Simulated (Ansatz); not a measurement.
Geometry optimisation, Ansatz 0.2.0, RHF/def2-SVP.

Input:

```yaml
crystal:
  periodic: [false, false, false]
  atoms:
    - { symbol: Ti, position_ang: [0.0, 0.0, 0.0] }
    - { symbol: F, position_ang: [0.0, 0.0, 1.83] }
    - { symbol: "N", position_ang: [1.9426, 0.0, -0.686] }
    - { symbol: H, position_ang: [2.4408, -0.918, -0.8667] }
    - { symbol: H, position_ang: [2.4438, 0.918, -0.8582] }
    - { symbol: "N", position_ang: [-0.9703, 1.681, -0.686] }
    - { symbol: H, position_ang: [-1.9904, 1.6258, -0.9687] }
    - { symbol: H, position_ang: [-0.4498, 2.6017, -0.7565] }
    - { symbol: "N", position_ang: [-0.9703, -1.681, -0.686] }
    - { symbol: H, position_ang: [-1.5052, -2.2973, -0.0095] }
    - { symbol: H, position_ang: [-0.9349, -1.9302, -1.7156] }
basis:
  gaussian: { orbitals: def2-SVP }
hamiltonian:
  xc: hf
relax:
  f_tol: 0.02
  max_steps: 40
```

Run as:

```bash
$ ansatz run input.yaml --threads 4 --pin off --max-ram 5120MiB --backend cpu --events-out ev --progress --plain --runs-dir out
```

Q: Where does it end, and by what steps?

A: The forces met the threshold. After 11 steps the energy has fallen by 2.051 eV; H5 moved furthest, 0.79 Å.

| step | energy less start (eV) | largest force component (eV/Å) | accepted |
| --- | --- | --- | --- |
| 0 | 0.0000 | 2.520 | yes |
| 1 | -1.8743 | 0.906 | yes |
| 2 | -1.9419 | 0.187 | yes |
| 3 | -1.9548 | 0.159 | yes |
| 4 | -1.9860 | 0.479 | yes |
| 5 | -1.9687 | 1.110 | no |
| 6 | -2.0156 | 0.246 | yes |
| 7 | -2.0332 | 0.160 | yes |
| 8 | -2.0468 | 0.063 | yes |
| 9 | -2.0500 | 0.064 | yes |
| 10 | -2.0505 | 0.026 | yes |
| 11 | -2.0508 | 0.005 | yes |

```xyz
11
Properties=species:S:1:pos:R:3
Ti 0.022 -0.016 -0.029
F 0.107 -0.077 1.735
N 1.737 -0.025 -0.768
H 2.488 -0.606 -0.438
H 2.068 0.603 -1.478
N -0.852 1.537 -0.586
H -1.591 1.579 -1.264
H -0.706 2.441 -0.173
N -0.911 -1.493 -0.689
H -1.748 -1.860 -0.271
H -0.609 -2.084 -1.442
```

Whether the end is a true minimum wasn't checked by a vibrational analysis.

Time of the run: 16 s on 4 threads of Arm Neoverse V2 (shared host), peak memory 0.28 GiB.
